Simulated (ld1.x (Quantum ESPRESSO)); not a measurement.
What one change does to a pseudopotential (platinum (Pt), TM)

| Item | Value |
| --- | --- |
| Element | Pt (Z = 78) |
| Generator | ld1.x (Quantum ESPRESSO) 7.5 |
| Type | norm-conserving Troullier–Martins (Kleinman–Bylander form) |
| Functional | PBEsol |
| Relativity | scalar-relativistic |
| Frozen core | [Xe] 4f14 |
| Valence charge | 10 |
| Reference configuration | 5d9 6s0 6p1 |
| Partial waves | 6s (bound, empty): rc 1.75 bohr; 6p (bound): rc 2.40 bohr; 5d (bound): rc 1.80 bohr |
| Local potential | all-electron potential smoothed inside 1.35 bohr (lloc = -1) |
| Core correction | none |

All-electron outer shells of the reference configuration (PBEsol, scalar-relativistic, ld1.x):

```json
{"shell": "4f", "level (eV)": "-72.17", "outermost node (bohr)": "–", "outermost maximum (bohr)": "0.38"}
{"shell": "5p", "level (eV)": "-58.12", "outermost node (bohr)": "0.53", "outermost maximum (bohr)": "0.98"}
{"shell": "5d", "level (eV)": "-8.14", "outermost node (bohr)": "0.57", "outermost maximum (bohr)": "1.26"}
{"shell": "6s", "level (eV)": "-7.17", "outermost node (bohr)": "1.14", "outermost maximum (bohr)": "2.32"}
{"shell": "6p", "level (eV)": "-1.82", "outermost node (bohr)": "1.36", "outermost maximum (bohr)": "3.42"}
```

Change: core correction a·sin(br)/r model core inside 0.90 bohr.

Cutoffs: the cutoffs (Ry, on a coarse ladder) from which the occupation-weighted sum of valence levels, in a spherical-Bessel basis at the reference potential, stays within 10 and 1 mRy of its value at 400 Ry; they do not see the model core or the augmentation charge, which bear on the density cutoff. Errors are all-electron minus pseudo energies relative to the spin-unpolarised reference configuration.

Question: Predict the effect on cutoff, ghosts and configuration errors.

Answer: The potential gets neither clearly harder nor softer (40 Ry and 50 Ry → 40 Ry and 50 Ry); both files keep a bound ghost (p, s); of the 7 tests that both files solve, the error grows in 5 and shrinks in 1 by more than 15 % and 0.3 meV (median size 3.4 → 6.5 meV). A model core, the more so a compact one, raises the density cutoff, which this test does not measure.

| quantity | base | changed |
| --- | --- | --- |
| cutoff, loose | 40 Ry | 40 Ry |
| cutoff, tight | 50 Ry | 50 Ry |
| bound ghosts | s, p | s, p |
| error for 5d9 6s1 6p0, meV [ΔE -5.13 eV] | +4.2 | +1.0 |
| error for 5d9 6s0 6p0, meV [ΔE 4.09 eV] | -2.7 | -5.9 |
| error for 5d8 6s0 6p0, meV [ΔE 24.09 eV] | +2.2 | -22 |
| error for 5d9.5 6s0.5 6p0, meV [ΔE -5.25 eV] | -3.4 | -6.5 |
| error for 5d9 6s0.5 6p0, meV [ΔE -1.42 eV] | +0.6 | -0.6 |
| error for 5d7 6s0 6p0, meV [ΔE 56.34 eV] | -48 | -161 |
| error for 5d8 6s1 6p1, meV [ΔE 1.49 eV] | -14 | -31 |
| s: phases at 2.58 bohr within 0.05 rad from the reference energy up to (Ry; the scan ends near 5) | 1.5 | 1.5 |
| p: phases at 2.58 bohr within 0.05 rad from the reference energy up to (Ry; the scan ends near 5) | 0.7 | 0.7 |
| d: phases at 2.58 bohr within 0.05 rad from the reference energy up to (Ry; the scan ends near 5) | 2.5 | 2.5 |

 A true bound ghost makes a file unfit for plane-wave use even where its test errors are small: the radial tests pick states by their node count and pass the ghost by.
